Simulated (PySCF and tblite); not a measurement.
Results of a calculation; reference values are marked as such.
Barrier and rate of a rotation

System: C5H9NO, numbered as in [CH2:1]=[CH:2][N:3]([CH3:4])[C:5]([CH3:6])=[O:7].

Motion: rotation about the C2–N3 bond (torsion C1–C2–N3–C4 from 0° to 144°, rising). Level: PBE0/pcSseg-1 + D3(BJ) on GFN2-xTB stationary points, with GFN2-xTB thermal terms. Rate constants are transition-state-theory values, counting equivalent paths, without tunnelling. Programs: tblite and PySCF.

| point | symmetry | E(GFN2) kcal/mol | E(DFT) kcal/mol | ZPE change kcal/mol | lowest mode cm⁻¹ | dipole D |
| --- | --- | --- | --- | --- | --- | --- |
| start | Cs | 0.0 | 0.0 | 0.00 | 84 | 2.64 |
| saddle | C1 | 5.5 | 7.1 | -0.99 | 114i | 3.84 |
| end | C1 | 3.3 | 5.0 | -0.25 | 84 | 3.11 |

| Item | Value |
| --- | --- |
| Electronic barrier | 7.1 kcal/mol |
| Barrier with zero-point energy | 6.2 kcal/mol |
| ΔH‡ (298 K) | 6.0 kcal/mol |
| ΔS‡ (298 K, symmetry apart) | -0.2 cal/(mol K) |
| Paths | 2 equivalent paths |
| End point | a different minimum |
| Mean lifetime of the start against this motion at 298 K | 2.3 ns |
| Cost | 51 s on 1 thread of Intel Xeon 6975P-C, shared host (rough), peak memory 0.82 GiB, launched as `OMP_NUM_THREADS=1 python ens_run.py task.json out` |

```
T/K  ΔG‡ kcal/mol     k s⁻¹  ΔG kcal/mol  k back s⁻¹
150           6.1      7430          4.8    3.1×10¹⁰
200           6.1   1.8×10⁶          4.7    1.3×10¹¹
250           6.1     5×10⁷          4.7      3×10¹¹
298           6.1   4.4×10⁸          4.6    5.4×10¹¹
350           6.1   2.3×10⁹          4.6    8.6×10¹¹
400           6.1   7.8×10⁹          4.5    1.2×10¹²
500           6.1  4.3×10¹⁰          4.5    1.9×10¹²
```

ΔG and ΔG‡ leave out symmetry numbers and mirror images; rates count paths: 2 out, 1 back.
